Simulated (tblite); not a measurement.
Species: C7H8NS (doublet state).
Z-matrix (Å and degrees, GFN2-xTB geometry), rows numbered from 1:
```
C 
C   1  1.4485
C   2  1.3096  1  138.65
C   3  1.4517  2  123.03  1    -0.19
N   4  1.2881  3  126.24  2    -0.02
C   5  1.3567  4  112.94  3  -179.90
C   6  1.4901  5  119.58  4  -179.95
C   6  1.3624  5  114.39  4    -0.00
S   8  1.7210  6  111.03  5    -0.01
H   1  1.0902  2  110.39  3  -119.66
H   1  1.0902  2  110.50  3   120.38
H   1  1.0983  2  109.31  3     0.33
H   3  1.0822  2  122.19  1   179.86
H   7  1.0888  6  109.84  5    59.04
H   7  1.0888  6  109.85  5   -59.60
H   7  1.0863  6  110.48  5   179.73
H   8  1.0711  6  128.62  5   179.95
```

Computed with GFN2-xTB (tblite): harmonic, unscaled wavenumbers at the GFN2-xTB geometry, gas phase. Against measured fundamentals such values can be off by several per cent, at times by over 20. One conformer, not necessarily the lowest. Open shells enter through the occupations alone, without spin polarisation, and single modes of such species can be off by tens of per cent.

Harmonic wavenumbers (cm⁻¹): 57.6, 77.8, 102.0, 122.2, 164.1, 208.5, 238.1, 329.6, 332.8, 434.3, 507.8, 543.6, 603.5, 615.8, 733.1, 733.8, 795.0, 868.8, 962.1, 996.3, 1008.5, 1014.9, 1028.1, 1046.7, 1081.9, 1112.4, 1254.7, 1345.7, 1353.8, 1394.9, 1414.4, 1432.6, 1463.2, 1467.8, 1503.4, 1546.3, 1720.6, 2876.6, 2991.9, 2999.8, 3012.8, 3024.8, 3036.0, 3052.2, 3168.4.

A = 2161, B = 1118, C = 743.6 MHz; mass 138.038 u (most abundant isotopes); point group Cs, symmetry number 1; spin multiplicity 2.

What is the zero-point energy?

½Σν̃ = 27890 cm⁻¹ = 333.64 kJ/mol.

Give the ideal-gas entropy at 200 K and 1 bar in the rigid-rotor, harmonic-oscillator model (classical rotation).

Translation 162.01, rotation 118.75, vibration 78.96, spin (R ln 2) 5.76: S = 365.5 J/(mol K).

And Cp and H(200 K) − H(0)?

Cp = 116.97 J/(mol K), of which vibrations give 83.71 (their classical limit is 45 R = 374.2); H(200 K) − H(0) = 15.35 kJ/mol without the zero-point energy, 8.69 from vibrations.

Blend soft modes into free rotors: weight 1/[1 + (100 cm⁻¹/ν̃)⁴] for the oscillator and the rest for a rotor with moment μB/(μ + B), μ = h/(8π²ν), B = 10⁻⁴⁴ kg m². What vibrational entropy results?

74.56 J/(mol K) in place of 78.96, which changes −T·S at 200 K by +0.88 kJ/mol.

What must be added to the electronic energy to get the Gibbs energy at 200 K and 1 bar?

ZPE + [H(200 K) − H(0)] − T·S = 333.64 + 15.35 − 73.10 = 275.89 kJ/mol.

Hindered rotation and anharmonicity are outside this model. Other conformers, if any are populated, would add a mixing term that is left out.

Hardware: one thread of an AMD EPYC, no GPU, shared host. Cost: 1.3 s. This covers the Hessian and the dipole derivatives.
